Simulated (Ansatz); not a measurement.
Frontier orbitals of GeH₇NSi (`[SiH3][NH][GeH3]`).

```json
{"atom": "Si1", "x (Å)": "0.7169", "y (Å)": "1.3564", "z (Å)": "-0.3917"}
{"atom": "N2", "x (Å)": "0.5874", "y (Å)": "-0.2462", "z (Å)": "0.2144"}
{"atom": "Ge3", "x (Å)": "-0.9209", "y (Å)": "-1.2949", "z (Å)": "0.2912"}
{"atom": "H4", "x (Å)": "-0.3760", "y (Å)": "1.5453", "z (Å)": "-1.3809"}
{"atom": "H5", "x (Å)": "2.0381", "y (Å)": "1.5564", "z (Å)": "-1.0479"}
{"atom": "H6", "x (Å)": "0.5814", "y (Å)": "2.4176", "z (Å)": "0.6490"}
{"atom": "H7", "x (Å)": "1.3610", "y (Å)": "-0.5928", "z (Å)": "0.7625"}
{"atom": "H8", "x (Å)": "-1.8494", "y (Å)": "-0.8124", "z (Å)": "-0.8306"}
{"atom": "H9", "x (Å)": "-1.6345", "y (Å)": "-1.1688", "z (Å)": "1.6532"}
{"atom": "H10", "x (Å)": "-0.5038", "y (Å)": "-2.7606", "z (Å)": "0.0808"}
```

The species carries charge 0 and has multiplicity 1. Correlated methods include outer-core shells of Ge, which these sets cover unevenly. Scalar relativity is left out up to krypton. The geometry is a stationary point of PBE0-D4/def2-TZVP. Basis def2-TZVPP, Ansatz.

Orbital energies of one run (eV). Highest occupied ones, from the top: -7.28, -9.29, -9.49, -9.70, -10.31, -10.54, -12.31, -14.97, -15.74, -23.38, -33.67, -33.68, -33.74, -33.75. Empty: -0.01, 1.01, 1.39, 1.69, 1.78, 1.93.

(1) Which functional gave them?
A. LDA (SPW92)
B. ωB97X-V
C. PBE0
D. CAM-B3LYP

Results:

(1) C. HOMO energies: PBE0 -7.28, CAM-B3LYP -8.65, LDA (SPW92) -6.03, ωB97X-V -9.67 eV.
